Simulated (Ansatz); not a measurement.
System: cyclopenten-1-ylsilane, C5H10Si, charge 0, multiplicity 1. 
Geometry from a B3LYP-D3(BJ)/def2-TZVP (Ansatz, an electronic-structure program) optimisation:
```
C
C 1 1.3367
H 2 1.0835 1 124.59
C 2 1.5065 3 122.27 1 -177.68
H 4 1.0924 2 112.86 3 -46.78
H 4 1.0967 5 106.39 2 -120.76
C 1 1.5202 2 110.15 3 -177.67
H 7 1.0924 1 112.82 2 -135.69
H 7 1.0960 8 106.36 1 120.39
C 4 1.5435 5 112.84 6 -123.08
H 10 1.0897 4 112.92 5 93.93
H 10 1.0915 11 107.44 7 -120.47
Si 1 1.8553 2 125.31 3 0.15
H 13 1.4820 1 109.88 2 1.43
H 13 1.4847 14 109.16 1 -121.53
H 13 1.4850 14 109.11 15 -116.88
```

Basis-set convergence of Hartree-Fock and CCSD(T) correlation energies (hartree) with Ansatz. Valence correlation only, unless marked. Spin-orbit coupling is left out. Non-relativistic.

| basis | functions | E(HF) | E(corr, CCSD(T)) |
|---|---|---|---|
| aug-cc-pV(D+d)Z | 237 | -484.10299 | -0.92210 |
| aug-cc-pV(T+d)Z | 515 | … | … |

Task: What belongs in the gaps?

Result: 
- aug-cc-pV(T+d)Z, E(HF): -484.16011
- aug-cc-pV(T+d)Z, E(corr, CCSD(T)): -1.07643
